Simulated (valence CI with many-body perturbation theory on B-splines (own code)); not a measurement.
**Ti15+: key properties**

Computed by configuration interaction combined with many-body perturbation theory (CI+MBPT): five valence electrons over a frozen Dirac-Fock core [He], radial functions for each j: 9 s, 9 p, 8 d, 6 f, 3 g, 1 h, with the one-electron correlation potential Σ1, the two-electron term Σ2, the three-electron term Σ3, Breit, model QED; selected CI, second order for the rest, scaled by the run's own slope (own B-spline code, finite nucleus).

No measured levels were compared; by estimate levels of excited configurations hold to 0.05 to 0.15 % of their energy, terms of the ground configuration to about 0.5 %. Among the levels kept, up to 3500 cm⁻¹ of a level comes from second order outside the variational space, and about a tenth of that is noise between levels of different J, which matters for small intervals.

Rates and lifetimes use the calculated energies. Strong lines usually hold to 10 to 20 %, long lifetimes can be off by a factor of two.

Task: What is the ground level?

Result: 2s2 2p3 4S°_3/2, composition 96 % 2s2 2p3 4S° + 3 % 2s2 2p3 2P°, g = 1.973.

Task: Among levels below 5206.8 × 10³ cm⁻¹, which E1 lines absorb most strongly from the ground level?

Result: to 2s2 2p2 3d 4D_5/2 at 1.926 nm, f = 0.122; to 2s 2p4 4P_5/2 at 16.97 nm, f = 0.0577; to 2s2 2p2 3s 4P_5/2 at 2.072 nm, f = 0.0509.

Task: Where does the other parity begin?

Result: At 2s 2p4 4P_5/2, 589.30 × 10³ cm⁻¹.

Task: How well does LS coupling describe the low levels?

Result: Among the lowest 20 levels the leading LS term, summed over configurations, holds 94 % on average. For single configurations the figures are 93 % in LS and 73 % in jj coupling. Terms mix most in the J = 3/2 level at 219.66 × 10³ cm⁻¹, where the leading one holds 82 %.

Task: Name the longest-lived excited levels whose lifetime is computed, and their main decay.

Result: 2s2 2p3 2D°_5/2 at 131.00 × 10³ cm⁻¹ lives 9.71 ms, mostly by M1 to 2s2 2p3 4S°_3/2; 2s2 2p3 2D°_3/2 at 116.37 × 10³ cm⁻¹ lives 540 μs, mostly by M1 to 2s2 2p3 4S°_3/2; 2s2 2p3 2P°_1/2 at 198.11 × 10³ cm⁻¹ lives 162 μs, mostly by M1 to 2s2 2p3 4S°_3/2.
